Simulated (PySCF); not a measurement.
Does the structure fit the spectrum?

A compound C5H9ClOSi2 gives the data below (simulated from a calculation) and was assigned the structure `[SiH3]CO[Si]1(Cl)C=CC=C1`.

13C{1H} NMR (computed): δ 162.5 (CH, 2C), 155.4 (CH, 2C), 34.6 (CH2).

1H NMR (400 MHz, computed): δ 7.61 (m, 2H), 7.54 (m, 2H), 5.00 (m, 1H), 4.61 (m, 1H), 2.89 (d, 2H), 1.51 (br s, 1H).

PySCF 2.14 calculation with coordinates at the GFN2-xTB level and shielding tensors at PBE0/pcSseg-1 (GIAO); gas phase, single conformer, fast rotation and ring inversion assumed for equivalent nuclei, non-relativistic.

δ = σ(ref) − σ, references computed at the same level: TMS for 1H and 13C.

Question: Compare with the shifts computed for the proposed structure, pairing carbons in order of shift.

Answer: Structure with atom numbers: `[SiH3:1][CH2:2][O:3][Si:4]1([Cl:5])[CH:6]=[CH:7][CH:8]=[CH:9]1`; H(Xn) means a hydrogen on atom n.

| atom | computed for proposal | given list | difference |
| --- | --- | --- | --- |
| C7 | 155.6 | 162.5 | -6.9 |
| C8 | 155.6 | 162.5 | -6.9 |
| C6 | 131.7 | 155.4 | -23.7 |
| C9 | 131.7 | 155.4 | -23.7 |
| C2 | 53.1 | 34.6 | +18.5 |

The rms difference is 17.7 ppm and the largest -23.7 ppm at C6 (alkene CH). The proposal doesn't fit.

Question: Which isomer fits?

Answer: `O[Si@H]1C=C[Si@H](CCl)C=C1`.

1. Carbon types of the structure: 4 × CH, 1 × CH2, leaving 3 H on heteroatoms.
2. δC 162.5, 155.4: alkene CH; as expected for a trigonal carbon in a double bond.
3. δH 7.61, 7.54: hydrogen on an alkene CH; attached to an sp2 carbon and in the plane of the double bond.
4. δH 2.89: hydrogen on an sp3 CH2 bonded to Cl and Si; its carbon carries Cl, hence the downfield position.
5. δH 1.51: hydrogen on an oxygen bonded to Si; exchangeable, gas-phase position.

The shifts were computed for this structure.

OH and NH positions are those of a molecule without intermolecular hydrogen bonds; in solution they move with solvent, concentration and temperature, and exchange usually removes their couplings. Carbons that carry Cl, above all several Cl atoms, come out too deshielded, partly because spin–orbit coupling is missing. Shifts are as computed. Against solution values, carbons near 30 ppm lie about +3 ppm off and those near 130 ppm about +5 ppm; carbons on Cl a further +6 ppm. Of 1211 compounds with measured shifts, 218 miss one by over three times the rms of a fit or turn the order of signals round; such compounds aren't used in these exercises. Multiplicities follow the n + 1 count of equivalent neighbours, as no J values were calculated; m marks all less simple cases, F and P coupling included.
